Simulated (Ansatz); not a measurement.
GeH4O4, SMILES `[OH][Ge]([OH])([OH])[OH]`. The species carries charge 0 and has multiplicity 1.

Cartesian coordinates in Å:
```
O 1.0353 -1.2889 0.5895
Ge -0.0001 0.0000 -0.0001
O -0.7656 -0.2669 -1.5569
O 1.0337 1.4046 -0.1984
O -1.3035 0.1512 1.1658
H 1.9431 -1.1849 0.2922
H -1.6148 -0.7079 -1.4690
H 0.7004 2.0041 -0.8713
H -1.0285 -0.1113 2.0482
```

Task: What are the harmonic wavenumbers in cm⁻¹ at PBE0-D4/def2-TZVP (Ansatz, finite differences of forces, unscaled)? (Estimate.)

Result: The calculation gave: 143, 176, 214, 235, 235, 265, 279, 279, 328, 711, 744, 762, 762, 907, 930, 942, 942, 3889, 3889, 3890, 3892.

Task: Is this a minimum?

Result: Yes, all 21 modes are real.

Task: Give the ideal-gas thermochemistry at 298.15 K and 1 bar (rigid rotor, harmonic oscillator; point group S4, symmetry number 2).

Result: Zero-point energy 146.0 kJ/mol; H(298) − E = 169.4 kJ/mol; entropy 352.1 J/(mol·K), of which translation 170.5, rotation 104.9, vibration 76.7; G(298) − E = 64.4 kJ/mol.

Task: And at 400, 500, 600, 800 and 1000 K?

Result: 
| T (K) | H − E (kJ/mol) | S (J/mol/K) | G − E (kJ/mol) |
| --- | --- | --- | --- |
| 400 | 182.6 | 389.9 | 26.6 |
| 500 | 196.8 | 421.5 | -14.0 |
| 600 | 211.8 | 449.0 | -57.6 |
| 800 | 243.7 | 494.8 | -152.1 |
| 1000 | 277.1 | 532.0 | -254.9 |
